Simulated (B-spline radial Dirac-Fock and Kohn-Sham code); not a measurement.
ΔSCF core binding energies without Breit or QED terms, calculated with an atomic code on a B-spline grid.

A sound run for neutral boron, configuration 1s2 2s2 2p1: The ground state converged in 10 iterations, with total energy -24.53655 Ha, virial ratio 1.99939 and highest orbital energy -8.43 eV. ΔSCF binding energies: K (1s) 200.9 eV. Holes are computed only in closed shells, and unreliable hole states are left out.

A second run, with one unsound setting: The ground state had not converged after 100 iterations, with total energy -24.53002 Ha, virial ratio 1.99132 and highest orbital energy -8.31 eV. ΔSCF binding energies: K (1s) 200.8 eV (not all states converged, so these are not final). Holes are computed only in closed shells, and unreliable hole states are left out.

```
iter   energy (Ha)        error
   1      -24.00256847  1.89e-01
   2      -24.51907455  1.96e-02
   3      -24.51925199  1.94e-02
   4      -24.51942756  1.93e-02
   5      -24.51960129  1.92e-02
   6      -24.51977320  1.91e-02
   7      -24.51994331  1.89e-02
   8      -24.52011164  1.88e-02
   9      -24.52027820  1.87e-02
  17      -24.52154949  1.78e-02
  25      -24.52271841  1.69e-02
  33      -24.52379346  1.61e-02
  41      -24.52478238  1.53e-02
  49      -24.52569229  1.45e-02
  57      -24.52652967  1.38e-02
  65      -24.52730046  1.31e-02
  73      -24.52801011  1.25e-02
  81      -24.52866359  1.18e-02
  89      -24.52926546  1.13e-02
  97      -24.52981992  1.07e-02
 100      -24.53001641  1.05e-02
```

Q: Which fault fits the second run best?
A. damping too heavy
B. spline order too low
C. nuclear radius in wrong units
D. overfilled shell

A: A. The input had damp = 0.995; ndamp = 100: damp is so close to 1 that the orbitals hardly move in each step.
